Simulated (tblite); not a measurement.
Species: C6H6F2.
Atom-mapped SMILES: `[CH3:1]/[C:2]([F:3])=[C:4]1\[CH:5]=[C:6]([F:7])[CH2:8]1` (hydrogens: H9, H10, H11 on C1; H12 on C5; H13, H14 on C8)

Computed geometry: GFN2-xTB, gas phase.

Task: What internal coordinates does the optimisation give?

Result: 
```
                 bond  length (pm)   order
                C1–C2        148.8  single
                C2–F3        135.9  single
                C2=C4        132.4  double
                C4–C5        146.3  single
                C5=C6        133.8  double
                C6–F7        133.1  single
                C6–C8        150.4  single
                C4–C8        152.9  single
C1–H9, C1–H10, C1–H11        108.8  single
               C5–H12        107.2  single
       C8–H13, C8–H14        108.9  single
```

Bonds in one row agree within 1 pm and their mean is given. Orders are formal, as drawn. A selection of angles:
```
     angle  degrees
  C2–C1–H9    109.9
 H9–C1–H10    109.5
 H9–C1–H11    107.8
  C1–C2–F3    113.3
  C1–C2–C4    127.8
  F3–C2–C4    118.9
  C2–C4–C5    135.6
  C2–C4–C8    134.5
  C5–C4–C8     89.9
  C4–C5–C6     91.3
 C4–C5–H12    133.5
 C6–C5–H12    135.2
  C5–C6–F7    134.2
  C5–C6–C8     96.0
  F7–C6–C8    129.8
 C6–C8–H13    116.0
  C4–C8–C6     82.8
 C4–C8–H13    115.2
H13–C8–H14    109.5
```

Dihedral angles: C1–C2–C4–C5 0° (synperiplanar); C2–C4–C5–C6 180° (antiperiplanar); C4–C5–C6–F7 180° (antiperiplanar); C5–C6–C8–C4 0° (synperiplanar); C2–C4–C8–C6 180° (antiperiplanar).

The C–F distances run from 1.331 Å (C6–F7, drawn single) to 1.359 Å (C2–F3, drawn single), a spread of 0.028 Å. Of the pairs four or more bonds apart, C5···H10 is among the closest relative to their van der Waals radii: 2.91 Å, 100 % of the sum of Bondi's values. The 4-membered ring C4–C5–C6–C8 has internal angles of 82.8° to 96.0° (sum 360°, against 360° for a flat polygon); it is planar, 0.00 Å rms from its mean plane, widest ring torsion 0°. The 8 heavy atoms lie in one plane (0.000 Å rms). The 6 C–C bonds span 1.324 Å (C2=C4, drawn double) to 1.529 Å (C4–C8, drawn single), a spread of 0.205 Å.

Point group: Cs (tolerance 0.08 Å). Its GFN2-xTB frequencies are all real (lowest 95 cm⁻¹).

On Arm Neoverse V1, one thread, on a shared host, this took 0.14 s. These figures are those of the optimisation.
